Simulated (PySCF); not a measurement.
# What each rung costs, and what it gives

Saddle point of SiNH$_{7}$Se, closed shell (SiNH₅ ([NH2][SiH3]) + H₂Se → SiNH₅Se ([NH2][SiH2][SeH]) + H₂; bonds formed: Si1–Se7, H2–H6; bonds broken: Si1–H2, H6–Se7), PBE0-D4/def2-TZVP structure:

Si1  (-0.779, -0.073, -0.034)
H2  (-0.376, -1.082, -1.370)
H3  (-1.725, -1.183, 0.315)
H4  (-1.586, 0.948, -0.735)
N5  (0.040, 0.039, 1.435)
H6  (0.236, -0.407, -1.497)
Se7  (1.252, 1.223, -1.228)
H8  (-0.222, -0.543, 2.215)
H9  (0.800, 0.674, 1.606)
H10  (2.358, 0.404, -0.709)
(Å)

Barriers are electronic and count from the start structure reached by relaxing down the imaginary mode.

Program: PySCF 2.14 with density fitting (its default auxiliary sets; JK sets also for MP2 and CCSD(T)). Basis: as named in each row. Cores are frozen in the correlated methods. Filled d shells of the heavier atoms are correlated. The def2 sets are not built for correlating such inner shells, so the correlated values are less sure here. B3LYP uses VWN-RPA correlation. Extrapolation: Hartree–Fock as exp(−7.88 √X), correlation as X^−2.97.

Times are rough, for one single point on 4 threads of a shared host (Arm Neoverse V1).

The estimate by CCSD(T) at an estimated basis limit (MP2 extrapolated from triple and quadruple zeta, plus CCSD(T) − MP2 in triple zeta) is 162.3 kJ/mol.

```tsv
method	basis	time (s)	barrier (kJ/mol)	method less estimate
HF	STO-3G	under 1	425.5	263.2
B3LYP-D4	6-31G	4	194.8	32.5
PBE-D4	def2-SVP	6	131.0	-31.3
PBE0-D4	def2-SVP	6	149.4	-12.9
MP2	def2-QZVPP	10	156.4	-5.9
SPW92	def2-TZVPP	12	98.1	-64.2
PBE0-D4	def2-TZVPP	15	141.7	-20.6
B3LYP-D4	def2-TZVPP	15	159.2	-3.1
BHLYP-D4	def2-TZVPP	15	179.3	17.0
PBE-D4	def2-TZVPP	16	124.3	-38.0
r2SCAN-D4	def2-TZVPP	37	137.1	-25.2
CCSD(T)	def2-SVP	48	198.5	36.2
wB97M-V	def2-TZVPP	230	163.9	1.5
CCSD(T)	def2-TZVPP	960	173.0	10.7
```

All methods are single points on the PBE0-D4 structures.

T1 diagnostic: at most 0.011.

Labels in which every atom is bracketed show which atoms are joined, not bond orders.
